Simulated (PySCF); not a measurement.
# Dipole moment and polarisability of W(NMe)Cl4

Species: W(NMe)Cl4, CH3Cl4NW (singlet state).
Structure used (PBE0-D3(BJ)/def2-SVP), in Å, numbered top down from 1:
```xyz
10
CH3Cl4NW angstrom
W      0.0391   -0.0066   -1.3208
N      0.0020   -0.0021    0.3781
C     -0.0231   -0.0067    1.7875
H     -1.0545    0.1465    2.1435
H      0.3468   -0.9736    2.1656
H      0.6157    0.8023    2.1773
Cl     2.3148   -0.0108   -1.7657
Cl     0.0524    2.2444   -1.8641
Cl    -2.2163   -0.0068   -1.8543
Cl     0.0477   -2.2634   -1.8427
```

Level: CAM-B3LYP/def2-SVPD (PySCF), static field, nuclei fixed, core orbitals frozen in the response. The polarisability tensor in these axes (au):

```
x   131.43   0.01   0.22
y     0.01 130.61  -0.20
z     0.22  -0.20 119.65
```

Question: Diagonalise the tensor; give its mean and Δα, where Δα² is half the sum of the squared differences of the eigenvalues.

Answer: Principal values 119.64, 130.61 and 131.43 au; mean 127.23 au = 18.85 Å³ = 20.98 × 10⁻⁴⁰ C²·m²/J; Δα = 11.41 au (9 % of the mean).

Question: What is the dipole moment, and where does it point?

Answer: (-0.09, 0.00, 4.28) D, 4.28 D in size, pointing from the negative to the positive side. Measured along this direction, the outermost atoms are Cl8, Cl10, Cl7 and Cl9 at the negative end and H4, H6 and H5 at the positive end.

Question: What molar refraction does this α imply?

Answer: Lorentz–Lorenz: R = (4π/3)N_A α = 2.5225 cm³/(mol·Å³) × 18.85 Å³ = 47.6 cm³/mol, in the limit of long wavelengths.

Question: What depolarisation ratio follows for Rayleigh scattering of linearly polarised light, taking the static tensor?

Answer: ρ = 3Δα²/(45ᾱ² + 4Δα²) = 390.2/(728401 + 520.3) = 0.000535.

Question: Refractivity n − 1 of an ideal gas of it at 400 K and 1 atm, from the electronic α?

Answer: N = p/kT = 1.8347 × 10¹⁹ cm⁻³, so n − 1 = 2π × N × 18.85 × 10⁻²⁴ cm³ = 2173 × 10⁻⁶ at long wavelengths, for an ideal gas.

Question: In TDDFT the mean static polarisability is Σ f/ω² over all singlet excitations (ω in hartree). How much of it do the 10 lowest give? Their energies (eV) and oscillator strengths: 3.05, 0.0028; 3.08, 0.0036; 3.22, 0.0000; 3.56, 0.0000; 3.79, 0.0599; 3.80, 0.0610; 4.57, 0.0000; 4.72, 0.0114; 4.73, 0.0110; 4.76, 0.0000.

Answer: They add up to 7.47 au, 5.9 % of the 127.23 au; the largest single term is 3.13 au, from the state at 3.80 eV. Terms in order: 0.22, 0.28, 0.00, 0.00, 3.10, 3.13, 0.00, 0.38, 0.36, 0.00 au. Higher excitations give the rest. The strengths listed sum to 0.150.

Geometry: PBE0-D3(BJ)/def2-SVP; no solvent, vibrations or thermal averaging. Atoms past krypton carry effective core potentials; spin–orbit coupling is left out.

The run behind these numbers computed excited states as well. Time: 2.1 min wall (grids of density and orbitals included); peak memory 1.1 GiB. Hardware: an AMD EPYC with one thread, no GPU (shared host).
